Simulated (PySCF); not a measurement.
Magnetisability and related constants of `C1=C[C@H]2[C@H](F)C[C@@H]1O2`, C$_{6}$H$_{7}$FO

Computed, not measured: GIAO KT1/pcSseg-1 magnetisability, rotational g tensor and spin-rotation constants, non-relativistic, gas phase in PySCF 2.14.0. Geometry: GFN2-xTB.

Input:
```
{"job": {"kind": "mag", "xc": "KT1", "basis": "pcSseg-1", "scf": {"aux": "def2-qzvpp-jkfit"}}, "charge": 0, "multiplicity": 1}
F      2.389567    -0.355890    -0.699547
C      1.286624     0.153173    -0.058444
C      0.566616    -0.923119     0.764377
C     -0.829785    -0.914687     0.078034
C     -1.459425     0.412761     0.462607
C     -0.828751     1.319943    -0.268277
C      0.176628     0.530403    -1.085833
O     -0.487239    -0.701700    -1.277557
H      1.639381     1.011358     0.520211
H      0.517051    -0.694735     1.825448
H      1.057351    -1.882554     0.611270
H     -1.424661    -1.813800     0.204518
H     -2.220732     0.531920     1.207425
H     -0.923702     2.386842    -0.286028
H      0.536663     0.948075    -2.020116
```
Coordinates are in Å.

Command: `OMP_NUM_THREADS=1 python excited_run.py task.json out`

(1) Show the output.

Results:

(1) Atoms count from 0.
```
final grid: 127664 points
cycle   1  E = -412.5412921454  dE =  1.223e+00  |g| = 7.592e-01  |ddm| = 3.569e+00
cycle   2  E = -412.2695906815  dE =  2.717e-01  |g| = 1.438e+00  |ddm| = 2.278e+00
cycle   3  E = -412.6415163306  dE = -3.719e-01  |g| = 1.916e-01  |ddm| = 1.745e+00
cycle   4  E = -412.6489065880  dE = -7.390e-03  |g| = 6.620e-02  |ddm| = 2.242e-01
cycle   5  E = -412.6498015808  dE = -8.950e-04  |g| = 1.739e-02  |ddm| = 7.039e-02
cycle   6  E = -412.6498224807  dE = -2.090e-05  |g| = 1.368e-02  |ddm| = 2.508e-02
cycle   7  E = -412.6498714384  dE = -4.896e-05  |g| = 2.244e-03  |ddm| = 1.347e-02
cycle   8  E = -412.6498724694  dE = -1.031e-06  |g| = 6.991e-04  |ddm| = 2.483e-03
cycle   9  E = -412.6498725562  dE = -8.675e-08  |g| = 1.621e-04  |ddm| = 6.888e-04
cycle  10  E = -412.6498725608  dE = -4.629e-09  |g| = 6.130e-05  |ddm| = 2.200e-04
cycle  11  E = -412.6498725616  dE = -8.145e-10  |g| = 2.184e-05  |ddm| = 7.650e-05
converged SCF energy = -412.6498725616

Magnetisability tensor (1e-30 J/T^2)
    -1159.39       78.18      -70.43
       78.18    -1010.82      -90.67
      -70.43      -90.67    -1112.51
isotropic -1094.24   principal values   -1211.20  -1157.42   -914.09
isotropic susceptibility -65.897 1e-6 cm^3/mol

Inertial axes            a          b          c
rot. const./GHz      4.0600     2.0705     1.8954
chi total           -70.238    -56.796    -70.656
chi diamagnetic    -398.761   -641.285   -702.645
chi paramagnetic    328.524    584.489    631.989
quadrupole/D A       -4.684      7.545     -2.861
g nuclear            0.6071     0.5385     0.5531
g electronic        -0.6266    -0.5685    -0.5628
g total             -0.0195    -0.0300    -0.0097

Spin-rotation constants (kHz, H = +C I.J)
atom  isotope        aa         bb         cc
  0    19F        2.984      1.226      0.824
  8     1H       -0.416     -0.146      0.083
  9     1H       -0.447     -0.180      0.008
 10     1H       -0.253     -0.084     -0.175
 11     1H       -0.324      0.027     -0.126
 12     1H        0.187     -0.182     -0.133
 13     1H       -0.372      0.100     -0.136
 14     1H       -0.319      0.021     -0.127
  1    13C*       0.840      0.582      0.530
  2    13C*       0.613      0.381      0.310
  3    13C*       0.990      0.474      0.432
  4    13C*       1.626      0.635      0.503
  5    13C*       1.241      0.781      0.474
  6    13C*       0.993      0.525      0.448
  7    17O*      -0.704     -0.336     -0.298
* in the singly substituted isotopologue
```

It took 53 s wall time on 1 thread of an Arm Neoverse N1, shared host, peak memory 0.56 GiB.
